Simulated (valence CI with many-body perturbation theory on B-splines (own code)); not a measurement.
## Energy levels of Sb12+

Computed by valence CI with perturbative core correlation (CI+MBPT): three valence electrons over a frozen Dirac-Fock core [Kr], radial functions for each j: 7 s, 7 p, 8 d, 6 f, 4 g, 1 h, with the one-electron correlation potential Σ1, the two-electron term Σ2, the three-electron term Σ3, Breit, model QED; selected CI, second order for the rest, scaled by the run's own slope (own B-spline code, finite nucleus).

No measured levels were compared; by estimate terms of the open shell hold to 2 to 4 % of their energy, and close levels can change places. The list stops below the first excitations out of the core. Only levels of the ground parity were solved; by the run's estimate the other parity begins above the list, which can be wrong where configurations are misplaced.

Levels 1 to 19 of 19, with energies above the lowest level, 4d³ ⁴F_3/2. "Leading %" is the weight of the configuration and term that name the level; weights of strongly mixed levels are sums over their largest components and can fall short, so below about 35 % the name and the second component can differ from the true leading terms, or belong to a minority configuration. In the jj column 3d3/2^4 stands for four electrons in 3d with j = 3/2.

```
No.  Configuration  Term     J  E (eV)  Leading %      g             Leading jj
  1            4d³    ⁴F   3/2   0.000         90  0.444         4d3/2^3 (63 %)
  2            4d³    ⁴F   5/2   0.854         97  1.033   4d3/2^2 4d5/2 (88 %)
  3            4d³    ⁴F   7/2   1.664         93  1.214   4d3/2 4d5/2^2 (56 %)
  4            4d³    ⁴F   9/2   2.329         76  1.273   4d3/2^2 4d5/2 (44 %)
  5            4d³    ⁴P   3/2   2.937         57  1.477   4d3/2^2 4d5/2 (73 %)
  6            4d³    ⁴P   1/2   3.236         80  2.267   4d3/2^2 4d5/2 (92 %)
  7            4d³    ²G   7/2   4.074         90  0.918   4d3/2 4d5/2^2 (59 %)
  8            4d³    ²H   9/2   4.203         56  1.035   4d3/2^2 4d5/2 (55 %)
  9            4d³    ⁴P   5/2   4.389         94  1.575   4d3/2 4d5/2^2 (63 %)
 10            4d³    ²D   3/2   5.059         49  1.160   4d3/2 4d5/2^2 (90 %)
 11            4d³    ²P   1/2   5.397         80  1.068   4d3/2 4d5/2^2 (92 %)
 12            4d³    ²H  11/2   5.723        100  1.090  4d3/2 4d5/2^2 (100 %)
 13            4d³    ²D   5/2   6.270         93  1.207   4d3/2 4d5/2^2 (64 %)
 14            4d³    ²G   9/2   6.283         54  1.043         4d5/2^3 (70 %)
 15            4d³    ²P   3/2   7.217         58  1.179         4d5/2^3 (86 %)
 16            4d³    ²F   7/2   7.724         96  1.135   4d3/2 4d5/2^2 (84 %)
 17            4d³    ²F   5/2   7.733         91  0.887   4d3/2 4d5/2^2 (49 %)
 18            4d³    ²D   3/2  11.790         99  0.801   4d3/2 4d5/2^2 (85 %)
 19            4d³    ²D   5/2  11.838         90  1.181         4d5/2^3 (58 %)
```

Names give the largest LS component (configuration and term), which can be under half, so a name can repeat, a term be missing and a line seem to break the LS rules; names also repeat where a configuration has a term twice.

The ionisation energy to 4d² ³F2 of the next ion comes out as 265.74 eV (NIST: 265 ± 3 eV (theoretical)). All 19 levels together are meant to be complete up to 55.506 eV.
